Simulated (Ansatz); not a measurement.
The cluster Ag₄⁻, relaxed as a doublet with UKS r2SCAN-D4/def2-SVPD in Ansatz, starting from the GFN1-xTB geometry. Force threshold 0.02 eV/Å.

In the def2 sets Ag takes a core potential; there is no spin–orbit coupling. The highest occupied level of the charge -1 doublet lies above zero (up to 0.06 eV). By energy differences its removal costs 1.54 eV (vertical, to the charge 0 singlet, at PBE0-D4/def2-TZVPD). The relaxation made no stability test and no search for a lower SCF solution. The structure comes from a short search, and lower isomers may exist.

Start:

Cartesian coordinates in Å:
```
Ag 1.0161 0.2400 -0.9055
Ag 0.3116 2.1138 0.9098
Ag -1.0109 -0.2426 0.9098
Ag -0.3168 -2.1112 -0.9140
```

```csv
step,energy (eV),largest force component (eV/Å),SCF passes
1,-16004.6803,0.040,17
2,-16004.6807,0.007,22
```

Force components are those of the run's own axes.

End:

Cartesian coordinates in Å:
```
Ag 1.0109 0.2393 -0.9023
Ag 0.3118 2.1090 0.9086
Ag -1.0075 -0.2410 0.9052
Ag -0.3151 -2.1073 -0.9115
```

By distances, no bond broke or formed. The bond that changes most is Ag1–Ag3, from 2.76 to 2.75 Å (atoms count from 1).

No frequencies were taken in this run, so the end may be a saddle point.

It took 12 s on 4 threads of Arm Neoverse V1 on a shared host.
